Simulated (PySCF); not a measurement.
C₈H₁₁P.
Atom-mapped SMILES: `[CH3:1][c:2]1[cH:3][p:4][cH:5][c:6]([CH3:7])[c:8]1[CH3:9]`

NICS is the negative of the GIAO shielding at a point without a nucleus: at the ring centre (0) and 1 Å above and below it (1); zz is the component along the ring normal. Level: GIAO PBE0/pcSseg-1 (PySCF, non-relativistic, gas phase) on the GFN2-xTB geometry, one conformer.

Ring bond lengths (Å), with Mayer bond orders in brackets: C2–C3 1.384 (1.49), C3–P4 1.728 (1.33), P4–C5 1.728 (1.32), C5–C6 1.382 (1.50), C6–C8 1.402 (1.34), C8–C2 1.400 (1.35).

Q: What do the NICS probes read (ppm)?

A: 
| ring | type | NICS(0) | NICS(1), two faces | NICS(1)zz, two faces | rms pucker (Å) | centre to ring atoms, mean (Å) |
| --- | --- | --- | --- | --- | --- | --- |
| C2–C3–P4–C5–C6–C8 | 6-membered ring with P; formal bonds all aromatic | -7.3 | -10.6 / -10.4 | -25.5 / -25.2 | 0.01 | 1.50 |

Q: What can be read from them?

A: 
- C2–C3–P4–C5–C6–C8: mean NICS(1)zz -25.4 ppm, shielded.

Q: And the bond-length index? HOMA takes Krygowski's 1993 parameters.

A: 
- C2–C3–P4–C5–C6–C8: HOMA 0.95; the largest term is that of P4–C5, α(R − Ropt)² = 0.10.

Q: What field does 1 T along the ring normal induce along that normal at the second NICS(1) probe listed for ring C2–C3–P4–C5–C6–C8, 1 Å off the ring?

A: NICSzz × B0 = -25.2 ppm × 1 T = -25 μT, against the applied field.

Q: How shielded are the nuclei of the rings and their hydrogens (means over atoms taken as equivalent)?

A: 
| atoms | environment | σ isotropic (ppm) | principal values of the symmetric part, first atom (ppm) |
| --- | --- | --- | --- |
| C2 (×2) | substituted aromatic carbon | 40.1 | -62.9, 13.6, 172.1 |
| C3 (×2) | aromatic CH carbon | 23.0 | -135.5, 44.9, 158.9 |
| P4 | phosphorus bonded to 2 C | 104.0 | -152.0, -53.2, 517.3 |
| C8 | substituted aromatic carbon | 45.4 | -47.1, 14.2, 169.2 |
| H on C3 (×2) | aromatic hydrogen | 22.86 | 19.6, 20.2, 28.7 |
